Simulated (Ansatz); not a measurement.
`F/C=C/C(F)=C\F` + HI → `F/C=C(/F)I` + `C=CF` at 600 K and 1 bar (substitution at a C–C bond).

Program: Ansatz. Geometries: PBE0-D4/def2-TZVP. ΔE: electronic, gas phase. CCSD(T)/CBS is the MP2 limit (def2-TZVPP, def2-QZVPP) plus CCSD(T) − MP2 in def2-TZVPP, frozen cores. Double bonds are as drawn, so ΔE can hold a change between cis and trans. Elements past krypton have def2 core potentials. For I outer-core shells are correlated without core-valence functions, which leaves a few kJ/mol of doubt a bond. Each species was taken in one conformer, which may not be the lowest.

| species | CCSD(T)/CBS energy (Eh) | H − E (kJ/mol) | S (J/(mol·K)) |
| --- | --- | --- | --- |
| `F/C=C/C(F)=C\F` | -453.31638 | 225.3 | 432.3 |
| HI | -298.03592 | 31.6 | 227.0 |
| `F/C=C(/F)I` | -573.66914 | 113.5 | 384.4 |
| `C=CF` | -177.66469 | 146.9 | 296.5 |

H − E and S are ideal-gas, rigid-rotor, harmonic terms from PBE0-D4/def2-TZVP, for one conformer and one mirror image of each species. 1 Eh = 2625.50 kJ/mol, R = 8.31446 J/(mol·K).

Question: By hand: ΔE, ΔH, ΔS and ΔG.

Answer: ΔE = (-573.66914) + (-177.66469) − (-453.31638) − (-298.03592) = 0.01847 Eh = 48.5 kJ/mol. Δ(H − E) = 113.5 + 146.9 − 225.3 − 31.6 = 3.5, so ΔH = 52.0 kJ/mol. ΔS = 384.4 + 296.5 − 432.3 − 227.0 = 21.6 J/(mol·K). ΔG = 52.0 − 600 × (21.6)/1000 = 39.0 kJ/mol.

Question: By hand: the equilibrium constant, and the temperature at which ΔG would vanish if ΔH and ΔS stayed fixed.

Answer: log₁₀ K = −ΔG/(RT ln 10) = -3.4. ΔG = 0 at ΔH/ΔS = 2407 K.

ΔH outweighs TΔS. A doubt of 5 kJ/mol in ΔE shifts log₁₀ K by 0.4 here. Other conformers and mirror images would add mixing entropy, several J/(mol·K) or more a flexible species. These are equilibria of isolated gas molecules and say nothing of rates. Largest T1 diagnostic: 0.013 (customary marks: 0.02 for closed shells, 0.045 for open ones).
